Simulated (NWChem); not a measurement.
All runs are NWChem calculations. System: arsenic trifluoride (AsF₃), charge 0, spin multiplicity 1, at a geometry optimised with PBE0/def2-SVP. Level: G0W0@PBE/def2-QZVP, RI basis def2-qzvp-rifit.

The NWChem input:

```
start mol
memory heap 200 mb stack 700 mb global 1700 mb
geometry units angstroms nocenter noautoz
  F      0.738925    -0.489175     1.281763
  As     0.000896     0.398876     0.000000
  F      0.738925    -0.489175    -1.281763
  F     -1.481134    -0.484194     0.000000
  symmetry group Cs
end
basis spherical
  * library def2-qzvp
end
basis "ri basis" bse spherical
  * library def2-qzvp-rifit
end
dft
  xc xpbe96 cpbe96
  iterations 100
  direct
  tolerances tight
end
task dft energy
gw
  method cdgw
  states alpha occ 4 vir 2
end
task dft gw
```

NWChem printed:

```
             Northwest Computational Chemistry Package (NWChem) 7.3.0
             --------------------------------------------------------

                                NWChem Input Module
                                -------------------

 Scaling coordinates for geometry "geometry" by  1.889725989
 (inverse scale =  0.529177249)

 Turning off AUTOSYM since
 SYMMETRY directive was detected!

                             Geometry "geometry" -> ""
                             -------------------------

 Output coordinates in angstroms (scale by  1.889725989 to convert to a.u.)

  No.       Tag          Charge          X              Y              Z
 ---- ---------------- ---------- -------------- -------------- --------------
    1 F                    9.0000     0.73892500    -0.48917500     1.28176300
    2 As                  33.0000     0.00089600     0.39887600     0.00000000
    3 F                    9.0000     0.73892500    -0.48917500    -1.28176300
    4 F                    9.0000    -1.48113400    -0.48419400     0.00000000

 Effective nuclear repulsion energy (a.u.)     323.4651667098

            Nuclear Dipole moment (a.u.)
            ----------------------------
        X                 Y               Z
 ---------------- ---------------- ----------------
     0.0000226767     0.0000226767     0.0000000000

      Symmetry information
      --------------------

 Group name             Cs
 Group number              2
 Group order               2
 No. of unique centers     3

      Symmetry unique atoms

     1    2    4


 Summary of "ao basis" -> "" (spherical)
 ------------------------------------------------------------------------------
       Tag                 Description            Shells   Functions and Types
 ---------------- ------------------------------  ------  ---------------------
 *                         def2-qzvp                  on all atoms

 new library libraries.bse/

 Summary of "ri basis" -> "" (spherical)
 ------------------------------------------------------------------------------
       Tag                 Description            Shells   Functions and Types
[...]
         313.749286205849           0.296184718757           0.000000000000
           0.296184718757         445.847931635240           0.000000000000
           0.000000000000           0.000000000000         313.745800210605

     Multipole analysis of the density
     ---------------------------------

     L   x y z        total         alpha         beta         nuclear
     -   - - -        -----         -----         ----         -------
     0   0 0 0      0.000000    -30.000000    -30.000000     60.000000

     1   1 0 0      0.002008      0.000992      0.000992      0.000023
     1   0 1 0      0.921142      0.460560      0.460560      0.000023
     1   0 0 1     -0.000000     -0.000000     -0.000000      0.000000

     2   2 0 0    -25.075001    -65.339312    -65.339312    105.603623
     2   1 1 0      0.003878      0.073621      0.073621     -0.143363
     2   1 0 1      0.000000      0.000000      0.000000      0.000000
     2   0 2 0    -23.359345    -32.512586    -32.512586     41.665828
     2   0 1 1      0.000000      0.000000      0.000000      0.000000
     2   0 0 2    -25.075192    -65.340237    -65.340237    105.605281

 Task  times  cpu:      137.2s     wall:      137.2s

                                NWChem Input Module
                                -------------------

                                 NWChem GW Module
                                 ----------------

                             ***********************
                             ***        GW       ***
                             ***********************

 Summary of "ri basis" -> "ri basis" (spherical)
 ------------------------------------------------------------------------------
       Tag                 Description            Shells   Functions and Types
 ---------------- ------------------------------  ------  ---------------------
 F                      def2-qzvp-rifit             33      141   9s8p7d5f3g1h
 As                     def2-qzvp-rifit             58      298   13s12p11d9f7g5h1i

                 Memory Information
                 ------------------
          Available GA per process is          1699.5 MBs
          Available stack per process is        700.0 MBs
          Available heap per process is           0.0 MBs

          Peak memory in Initialization
              Peak GA per process is                 47.8 MBs
              Peak stack per process is               0.7 MBs
              Peak heap per process is               49.4 MBs
              Memory not in MA per process            0.0 MBs

          Peak memory in CDGW Calculation
              Peak GA per process is                 56.2 MBs
              Peak stack per process is               7.9 MBs
              Peak heap per process is                7.1 MBs
              Memory not in MA per process            0.1 MBs

          Computing 2-center integrals
          Computing Inverse Cholesky factor
          Computing 3-center integrals
          Computing Vxc

          Computing Sigma_x
          Computing W(iw) on the imaginary grid
          Solving quasiparticle equations

                  Alpha Orbitals
          State     Energy (eV)     Error (eV)
          -----------------------------------
@GW        27        -14.173           0.003
@GW        28        -14.173           0.003
@GW        29        -13.936           0.003
@GW        30        -12.244           0.003
@GW        31          0.959           0.002
@GW        32          0.960           0.002

     GW Timing Statistics
   ------------------------
   Init.   :          0.5s
     ERIs  :         11.4s
     Distr.:          0.1s
     Vxc   :          0.4s
   Vmo     :          0.0s
   iW      :         19.7s
   I_n     :          0.0s
   R_n     :          4.7s
   GW total:         36.8s

 Task  times  cpu:       36.8s     wall:       36.8s

 Total times  cpu:      174.1s     wall:      174.1s
```
